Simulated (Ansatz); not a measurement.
Reaction (redistribution): `C[SiH](O)C=O` + `SC1N[SiH2]1` → `C[SiH](S)C=O` + `OC1N[SiH2]1`

Program: Ansatz. Geometries: PBE0-D4/def2-TZVP. ΔE: electronic, gas phase. CBS: MP2 limit from def2 TZ/QZ plus the TZ coupled-cluster correction, frozen cores. DFT in def2-TZVPP. B3LYP here is the variant with VWN-RPA as its local correlation; programs differ in this. Each species was taken in one conformer, which may not be the lowest.

```
        level  ΔE (eV)
       PBE-D4     0.65
      PBE0-D4     0.69
     B3LYP-D4     0.75
      ωB97X-V     0.74
      ωB97M-V     0.77
       B2PLYP     0.80
          PBE     0.65
MP2/CBS(def2)     0.88
```

(1) What does CCSD(T)/CBS give? (Estimate.)

Largest T1 diagnostic among the species: 0.014.

Answers

(1) Computed: +0.82 eV. The listed levels differ from it by -0.17, -0.13, -0.07, -0.08, -0.05, -0.02, -0.17, 0.06 eV.

From PBE to PBE0 (25 % exact exchange), in def2-TZVPP and without D4, ΔE moves by +0.04 eV.
